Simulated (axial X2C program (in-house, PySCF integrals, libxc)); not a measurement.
Results of a calculation; reference values are marked as such.
**SbBr⁻: input and output**

Program: an in-house relativistic program for diatomic molecules.

The run was started with this input:
```json
{"zs": [51, 35], "q": -1, "bas": ["dyall-acv3z", "dyall-acv3z"], "levels": ["PBE0", "HF", "BP86"], "cc": true, "r0": 2.54, "thr": -1.0, "nmax": 90, "npts": 10, "nst": 2, "ntry": 6}
```
```bash
python so2c.py task.json out
```

Keys: zs atomic numbers; q charge; bas basis sets; levels methods; cc coupled cluster on or off; r0 starting distance in Å; thr threshold in hartree for freezing inner shells (an s shell follows its p shell); nmax most natural virtual spinors; npts points on the curve; nst determinants followed; ntry starts of the search. HF also brings MP2.

Output of the BP86 step, without spin–orbit coupling, at R = 2.651 Å for the state M_S = 1/2, Λ = 1. It starts from PBE0 orbitals of this distance.

```
spin-free X2C-1e  BP86
basis functions 258  fitting functions 1345  grid points 5802
iter        total energy     max residual
   1      -9088.356472098     1.61e-01
   2      -9088.362212311     3.59e-03
   3      -9088.360906645     6.09e-03
   4      -9088.362534949     1.22e-03
   5      -9088.362569983     6.82e-04
   6      -9088.362581314     3.30e-05
   7      -9088.362581348     2.37e-05
   8      -9088.362581360     4.09e-06
   9      -9088.362581361     1.92e-06
converged
one-electron -13254.23418428  Coulomb 4075.95194689  exact exchange 0.00000000  xc functional -266.39166856  nuclear repulsion 356.31132459
```
Energies are in hartree; totals compare only within one Hamiltonian and basis.
